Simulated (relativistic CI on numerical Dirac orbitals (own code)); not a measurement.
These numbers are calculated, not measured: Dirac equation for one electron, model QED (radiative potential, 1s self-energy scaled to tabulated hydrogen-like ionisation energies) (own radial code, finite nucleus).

The strongest absorption lines from the ground level of an ion, among the configurations computed and to levels below about 14600 eV (vacuum wavelength in Å, gf): 0.8483 (0.01), 0.8590 (0.018), 0.8794 (0.037), 0.8798 (0.018), 0.9270 (0.1), 0.9282 (0.051), 1.0961 (0.53), 1.1015 (0.27).

Task: Which ion is it?
A. Kr XXXVI
B. Y XXXIX
C. Zn XXX
D. As XXXIII

Result: D. As XXXIII has 1 electrons and the ground level 1s 2S_1/2; the strongest line goes to 2p 2P°_3/2. The pattern of lines fixes the number of electrons, and along that sequence the line energies rise steadily with the charge (about as its square where n changes within one kind of shell, about linearly where n is kept but much faster in heavy ions where fine structure, which grows about as Z⁴, sets the gap, and irregularly where shells cross), which fixes Z. Configurations outside the model, such as inner-shell arrays, can give stronger lines.
